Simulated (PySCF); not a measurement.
# C₆ coefficients of unlike pairs at BLYP

Calculated with PySCF 2.14 from the dipole response of each species, C₆(A,B) = (3/π) ∫ α_A(iu) α_B(iu) du, in atomic units, from isotropic polarisabilities. For ions this is the dispersion term alone; charge-induced terms of lower order in 1/R come first.

```json
{"species": "Si³⁺", "configuration": "[Ne] 3s1 (2S)", "basis": "aug-cc-pwCVTZ (8s7p5d3f)", "relativity": "none", "α (bohr³)": "6.556", "C₆ (like pair)": "11.91"}
{"species": "Si⁺", "configuration": "[Ne] 3s2 3p1 (2P)", "basis": "dyall-acv3z (19s12p6d4f)", "relativity": "spin-free X2C", "α (bohr³)": "18.93", "C₆ (like pair)": "99.29"}
{"species": "As⁺", "configuration": "[Ar] 3d10 4s2 4p2 (3P)", "basis": "def2-TZVPPD (7s5p5d1f)", "relativity": "none", "α (bohr³)": "17.42", "C₆ (like pair)": "105.7"}
{"species": "Bi⁺", "configuration": "[Xe] 4f14 5d10 6s2 6p2 (3P)", "basis": "aug-cc-pwCVTZ-DK3 (11s10p8d5f1g)", "relativity": "spin-free X2C", "α (bohr³)": "27.81", "C₆ (like pair)": "257.0"}
```

Q: Estimate C₆ for As⁺ with Si⁺.

A: The integral gives 101.7. The combination rule 2 C_A C_B / (C_A α_B/α_A + C_B α_A/α_B) gives 101.8 and the geometric mean 102.5.

No spin-orbit coupling is included, so Bi⁺, close to jj coupling, stand for model states.

The other pairs:

| pair | C₆ |
| --- | --- |
| Bi⁺, Si⁺ | 157.7 |
| Bi⁺, Si³⁺ | 54.83 |
| Bi⁺, As⁺ | 164.2 |
| Si⁺, Si³⁺ | 34.33 |
| As⁺, Si³⁺ | 35.23 |
